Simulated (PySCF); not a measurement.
Species: (HAlPH)3 ring, Al₃H₆P₃.
Z-matrix (Å and degrees, PBE0-D3(BJ)/def2-SVP geometry), rows numbered from 1:
```
Al
H   1  1.5862
P   1  2.3221  2  122.26
Al  3  2.3206  1   90.22  2  -105.63
H   4  1.5860  3  122.40  1   106.13
P   4  2.2999  3  114.30  1   -76.96
Al  6  2.3042  4   97.67  3    69.42
H   7  1.5867  6  119.86  4   129.00
P   1  2.3009  2  123.09  3   176.48
H   3  1.4372  1   88.36  2   166.00
H   6  1.4272  4  101.73  3   169.47
H   9  1.4275  1  101.39  2    13.47
```

Computed at PBE0/pcSseg-1 (pcSseg-2 on Al) (PySCF, non-relativistic), with Q(27Al) = 0.1466 b: Al1, 27Al (I = 5/2): χzz = 37.55 MHz, η = 0.355; Al7, 27Al (I = 5/2): χzz = 36.76 MHz, η = 0.278.

(1) Find the zero-field quadrupole resonance frequencies of 27Al at Al1.

(2) Where would the pure quadrupole (NQR) lines of 27Al at Al7 fall for the rigid, isolated species?

Answers

(1) From the eigenvalues of H = χ/[4I(2I − 1)] × [3Iz² − I(I + 1) + η(Ix² − Iy²)], steps between neighbouring levels, labelled as for η = 0: ±1/2↔±3/2 6.359 MHz, ±3/2↔±5/2 11.00 MHz (aluminium bonded to 2 P and H).

(2) From the eigenvalues of H = χ/[4I(2I − 1)] × [3Iz² − I(I + 1) + η(Ix² − Iy²)], steps between neighbouring levels, labelled as for η = 0: ±1/2↔±3/2 5.959 MHz, ±3/2↔±5/2 10.86 MHz (aluminium bonded to 2 P and H).

In a crystal, neighbours and librations shift these lines. The small basis limits the accuracy of the gradients.

These values come from a run that also computed NMR shieldings. On one thread, AMD EPYC (x86_64), shared host, this took 2.0 min wall, 1.8 min CPU (with the writing of density and orbital grids) and 1.2 GiB of memory at its peak.

One conformer stands for the species.
